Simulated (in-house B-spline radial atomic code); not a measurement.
Fe³⁺. Computed with a B-spline radial atomic code. Model: all-electron spherical atom, spin shells full or empty, radial basis limit, no spin-orbit coupling, Breit or QED, empty-state partial waves extrapolated as (l+1/2)^-4, RPA, G0W0 and static COHSEX of the highest shell as one setting changes (uncorrelated shells keep exact exchange).

Empty levels are discrete states of a finite basis, so the steps are uneven.

Given: element Fe; charge 3; filled core Ar; hamiltonian one-electron scalar X2C; mean-field start PBE; highest l of empty states 9; nuclear rms radius 3.7377 fm; lowest nl shells left uncorrelated 0; highest mean-field shell 3d up; box radius 14.14 bohr.

Shell: 3d 5 0 (electrons up and down).

| highest empty level kept (hartree) | RPA correlation energy (hartree) | G0W0 level (eV) | G0W0 minus most complete (meV) | COHSEX level (eV) | linearised minus solved G0W0 (meV) |
| --- | --- | --- | --- | --- | --- |
| 5.33 | -0.43809 | -53.39 | 1355.4 | -54.669 | -74.5 |
| 10.67 | -0.62439 | -53.797 | 948.8 | -55.988 | -82.3 |
| 18.67 | ? | ? | ? | ? | ? |
| 32 | -0.91522 | -54.369 | 376.9 | -57.878 | -95.1 |
| 53.33 | -1.0614 | -54.553 | 192.2 | -58.49 | -99.6 |
| 96 | ? | ? | ? | ? | ? |
| 160 | -1.3167 | -54.707 | 38.6 | -58.929 | -103.4 |
| 320 | -1.4306 | -54.736 | 9.1 | -59.011 | -104.2 |
| 640 | -1.4869 | -54.743 | 2.4 | -59.029 | -104.3 |
| 1333.3 | -1.5438 | -54.745 | 0.3 | -59.034 | -104.4 |
| 3200 | -1.5687 | -54.745 | 0 | -59.034 | -104.4 |
| 10667 | -1.5782 | -54.746 | 0 | -59.034 | -104.4 |

Q: What follows for highest empty level kept = 96?

A: RPA correlation energy -1.1994 hartree; G0W0 level -54.656 eV; G0W0 minus most complete 89.4 meV; COHSEX level -58.787 eV; linearised minus solved G0W0 -102.1 meV.

Q: What follows for highest empty level kept = 18.67?

A: RPA correlation energy -0.77092 hartree; G0W0 level -54.096 eV; G0W0 minus most complete 649.2 meV; COHSEX level -56.992 eV; linearised minus solved G0W0 -88.8 meV.
